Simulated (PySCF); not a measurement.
# Hartree-Fock beside MP2: Cl2HOSi cation

Calculated results; nothing here was measured. The program is PySCF 2.14.0, an open-source quantum chemistry code, run on an isolated molecule that a program drew, which may never have been made. The molecule is Cl2HOSi cation (charge +1, singlet), drawn as the SMILES string `O[Si+](Cl)Cl`.

The geometry was optimised and harmonic frequencies were computed with HF and MP2, all in the cc-pV(D+d)Z basis, for the commonest isotopes, with a restricted reference for singlets and an unrestricted one otherwise, and a frozen core in MP2. Each result is a local minimum of its method.

Geometry at the HF minimum:
```xyz
5
Cl2HOSi cation, angstrom
O     0.5297    2.4903   -0.3731
Si    0.7066    1.4989   -1.5593
Cl    2.0928    1.9151   -2.8532
Cl   -0.4045   -0.0897   -1.7494
H    -0.0753    2.4854    0.3643
```

Lengths of the bonds as drawn, in Å (atoms numbered as above):
```
bond,HF,MP2
O1-Si2,1.556,1.588
Si2-Cl3,1.941,1.951
Si2-Cl4,1.948,1.958
O1-H5,0.954,0.975
```

Rotational constants, in GHz:
```
constant,HF,MP2
A,5.393,5.281
B,2.513,2.484
C,1.714,1.69
```

Harmonic frequencies in cm^-1, each column in rising order, so a row needn't be the same motion in every method:
```
rank,HF,MP2
1,207,198
2,277,261
3,304,285
4,467,458
5,557,540
6,669,?
7,811,808
8,1151,1079
9,4062,3784
```

**Estimate the missing MP2 frequency from the HF column.**

A single factor s that minimises the squared misfit of MP2 against s times HF over the other rows is sum(HF x MP2) / sum(HF^2) = 0.9355, with an rms misfit of 21 cm^-1. For rank 6 it gives 0.9355 x 669 = 626 cm^-1. The calculation gives 700 cm^-1, 74 cm^-1 above the estimate. The drawn bonds are on average 1.3 % longer in MP2 than in HF.
